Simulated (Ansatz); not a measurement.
Computed with Ansatz on PBE0-D4/def2-TZVP structures; ΔE is electronic, products minus reactants. CCSD(T)/CBS is the MP2 limit (def2-TZVPP, def2-QZVPP) plus CCSD(T) − MP2 in def2-TZVPP, frozen cores. DFT in def2-TZVPP. HSE06 is defined as in plane-wave codes.

Consider the ligand exchange at a B–C bond: `B/C=C/[SiH3]` + `B1N[SiH2]1` → `BN1B[SiH2]1` + `C=C[SiH3]`.

Is it downhill or uphill in electronic energy at CCSD(T)/CBS, and by how much? (Estimate.)

Computed: Downhill: ΔE = -16.2 kcal/mol.

What do these levels give: PBE-D4, HSE06-D4, BHLYP-D4, B2PLYP, BLYP, PBE0? (Estimate.)

The calculation gave: PBE-D4 -14.8, HSE06-D4 -15.5, BHLYP-D4 -17.5, B2PLYP -16.5, BLYP -15.8, PBE0 -15.4 kcal/mol.

Largest T1 diagnostic among the species: 0.014.

In def2-TZVPP, CCSD(T) changes the Hartree–Fock value by +2.3 kcal/mol (the triples alone add +0.4 kcal/mol) and MP2 by +2.1 kcal/mol. From PBE to PBE0 (25 % exact exchange), in def2-TZVPP and without D4, ΔE moves by −0.7 kcal/mol. Leaving LDA and LC-ωPBE aside and taking each functional with its dispersion term where it has one, the values spread over 2.7 kcal/mol, from BHLYP-D4 to PBE-D4.
